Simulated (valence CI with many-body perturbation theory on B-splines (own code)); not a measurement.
The numbers below are computed, except where a source is named.
**Pm¹¹⁺: magnetic and hyperfine properties of the levels**

Level of theory: configuration interaction combined with many-body perturbation theory (CI+MBPT): four valence electrons over a frozen Dirac-Fock core [Kr] 4d10, a basis of 8 s, 8 p, 9 d, 9 f, 6 g, 3 h, 2 i functions for each j, with the one-electron correlation potential Σ1 (screened to all orders), the two-electron term Σ2, the three-electron term Σ3, Breit, model QED; selected single and double excitations, second order for the rest (own B-spline code, finite nucleus).

No measured spectrum was set against this ion. As an estimate, terms of the open shell hold to a few per cent of their energy, and close levels can change places; configurations with another count of f electrons can be misplaced by thousands of cm⁻¹. Core correlation moves these levels by up to 53000 cm⁻¹, and in measured spectra 5 to 20 % of such shifts remained as error; rates that hang on mixing are uncertain with them. Among the levels kept, up to 340 cm⁻¹ of a level comes from second order outside the variational space, and about a tenth of that is noise between levels of different J, which matters for small intervals.

A/g_I is the dipole constant over the nuclear g factor μ/I (μ in nuclear magnetons, uniformly magnetised nucleus), B/Q the quadrupole constant per barn. Both hold the static response of the core; the bare values leave it out. Large factors of s and p1/2 electrons are usually good to 5 to 10 %; those of open d and f shells near neutrality can be off by tens of per cent, and small factors of p3/2, d and f electrons come from cancelling terms and can be off by a factor of two or in sign, in half-filled shells by more. B is blank for J = 1/2, where it vanishes, and for nearly pure S terms. Energies count from the lowest level. Levels with J = 0 are left out.

Names give the largest LS component (configuration and term), which can be under half, so a name can repeat, a term be missing and a line seem to break the LS rules; names also repeat where a configuration has a term twice.

```csv
Level,E (eV),g,A/g_I (MHz),A/g_I bare,B/Q (MHz/b),B/Q bare
4f2 5s2 3H_4,0.000,0.806,969,925,1340,1100
4f2 5s2 3H_5,0.476,1.032,696,796,1430,1150
4f2 5s2 3H_6,0.959,1.165,540,726,1600,1270
4f2 5s2 3F_2,0.979,0.675,977,785,-400,-325
4f2 5s2 3F_3,1.297,1.082,619,744,-398,-332
4f2 5s2 3F_4,1.352,1.139,632,828,-108,-102
4f2 5s2 1G_4,1.999,1.102,562,683,-21.6,-15.3
4f2 5s2 1D_2,3.375,1.037,666,754,-906,-735
4f2 5s2 1I_6,4.208,1.000,694,760,3120,2520
4f2 5s2 3P_1,4.309,1.500,-4.28,330,474,381
4f2 5s2 3P_2,4.576,1.452,347,781,-967,-780
4f 5s2 5p 3G_3,6.901,0.847,5880,5560,-344,-422
4f 5s2 5p 3F_2,7.447,0.817,-3470,-3120,-835,-844
4f 5s2 5p 3F_3,7.758,1.154,-2940,-2520,-916,-973
4f 5s2 5p 3G_4,8.039,1.110,4170,4050,-1690,-1690
4f 5s2 5p 1F_3,12.548,0.946,2040,1880,267,178
4f 5s2 5p 3F_4,13.130,1.156,1750,1720,3780,3330
4f 5s2 5p 3D_2,13.477,0.968,983,911,-3840,-3500
4f 5s2 5p 3D_3,13.800,1.215,393,542,-4020,-3710
4f 5s2 5p 3G_5,13.903,1.199,1710,1660,10300,9140
4f 5s2 5p 3D_1,14.119,0.497,-1500,-1090,1250,1100
4f 5s2 5p 1G_4,14.493,1.032,1980,1850,6980,6190
4f 5s2 5p 1D_2,15.189,1.045,-1150,-677,3580,3150
4f3 5s 5I°_4,15.424,0.603,-8980,-8460,473,384
4f3 5s 5I°_5,15.630,0.900,-134,-65.0,456,359
4f3 5s 5I°_6,15.876,1.070,3760,3660,491,377
4f3 5s 5I°_7,16.154,1.177,5690,5520,561,423
4f3 5s 5I°_8,16.453,1.248,6730,6530,657,492
4f3 5s 3I°_5,17.417,0.849,3790,3530,494,401
4f3 5s 5F°_1,17.529,0.017,-23700,-22600,-179,-142
4f3 5s 5F°_2,17.625,1.005,2910,2800,-105,-87.6
4f3 5s 5F°_3,17.759,1.245,7900,7610,-255,-212
4f3 5s 5S°_2,17.852,1.980,24900,23900,,
4f3 5s 3I°_6,17.857,1.027,-1120,-883,569,444
4f3 5s 5F°_4,17.891,1.312,8410,8140,-584,-478
4f3 5s 5F°_5,17.989,1.330,10200,9810,-868,-701
4f3 5s 3H°_4,18.150,0.856,-7530,-6930,-166,-127
4f3 5s 3I°_7,18.301,1.139,-3850,-3330,671,511
```

Q: Take the isotope of mass number 147, with I = 7/2, μ = 2.58 μN and Q = 0.74 b. What is the hyperfine structure of 4f2 5s2 3F_2?

A: From the table A = 720 MHz, B = -296 MHz. Shifts from the centre of gravity in MHz: F = 3/2: -6640, F = 5/2: -4710, F = 7/2: -2080, F = 9/2: 1180, F = 11/2: 4970.
